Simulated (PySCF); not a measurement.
CH₉AlSi₂, SMILES [CH3][Al]([SiH3])[SiH3]. Atoms are numbered in the order given.

```xyz
13

Al    -0.3451    -0.3276    -0.0280
C     -1.8109    -1.6273    -0.0704
H     -2.3339    -1.6542    -1.0405
H     -2.5650    -1.3388     0.6865
H     -1.4865    -2.6500     0.1824
Si    -0.3883     1.7021    -1.3926
H      0.7863     1.7337    -2.3228
H     -0.2887     2.9234    -0.5303
H     -1.6234     1.8399    -2.2268
Si     1.5861    -0.6192     1.4447
H      1.6880     0.5202     2.4127
H      2.8582    -0.6270     0.6526
H      1.5478    -1.8847     2.2433
```

Coordinates come from a ωB97X-D3(BJ)/def2-SVP optimisation. The structure was generated by enumeration; whether it is a known compound was not checked.

Two levels are set side by side: PBE/pcSseg-1 (PySCF) and HF/pcSseg-1 (PySCF). GIAO shifts against TMS (²⁹Si), TMS (¹H), TMS (¹³C) at the same level; non-relativistic, no solvent, atoms listed together averaged. Differences are taken from unrounded values.

| quantity | HF |
|---|---|
| δ(¹³C) of C2 (ppm) | 0.7 |
| δ(²⁹Si) of Si6, Si10 (ppm) | -113.5 |
| δ(¹H) of H7, H8, H9, H11, H12, H13 (ppm) | 3.28 |

**Question.** What does PBE give, and how far is it from HF? (An estimate is asked for; the answer gives what the named calculation found.)

**Answer.** 
| quantity | PBE | PBE minus HF |
|---|---|---|
| δ(¹³C) of C2 (ppm) | 6.0 | 5.3 |
| δ(²⁹Si) of Si6, Si10 (ppm) | -134.3 | -20.8 |
| δ(¹H) of H7, H8, H9, H11, H12, H13 (ppm) | 3.54 | 0.26 |

Rough cost on one machine, each run with all the roots and properties that it gave: HF against PBE within a factor of 2.
